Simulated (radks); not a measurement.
Problem. Radial electron density D(r) = 4 pi r^2 rho(r) of an atom or ion with 24 electrons. Calculated with a radial shooting solver on a logarithmic mesh with Libxc functionals: scalar-relativistic Kohn-Sham, r2SCAN, spin-unpolarised, spherical densities, finite nucleus; meta-GGA in the generalised Kohn-Sham scheme; Fermi nuclear charge, rms radius of each element as measured or else 0.836 A^(1/3) + 0.57 fm.

```
   r/bohr * D(r) (the largest magnitude, 31.2, reaches the edge; | marks zero)
 0.004764 |   *
 0.006253 |     *
 0.008208 |         *
  0.01086 |              *
  0.01425 |                     *
  0.01871 |                              *
  0.02456 |                                       *
  0.03249 |                                              *
  0.04265 |                                                  *
  0.05598 |                                                *
  0.07348 |                                          *
  0.09723 |                                      *
   0.1276 |                                          *
   0.1675 |                                                   *
   0.2199 |                                                      *
   0.2909 |                                          *
   0.3819 |                        *
   0.5012 |                 *
   0.6579 |                     *
   0.8705 |                      *
    1.143 |               *
      1.5 |       *
    1.969 |  *
    2.605 | *
    3.419 |*
    4.488 *
     5.89 *
    7.794 *
    10.23 *
```

What is the nuclear charge?

Solution. Z = 24. The innermost maximum, from 1s, lies near gamma/Z bohr with gamma = sqrt(1 - (Z/c)^2) = 0.985, here 0.041 bohr (found: 0.0440), and its height grows with Z. The density is that of neutral chromium in [Ar] 3d5 4s1; the configuration itself is not fixed sharply by these data, and Z only to about a unit. D(r) has 3 maxima, at r = 0.0440, 0.205, 0.778 bohr, and minima at 0.0980, 0.497 bohr, inside which lie 2.12, 10.54 electrons.
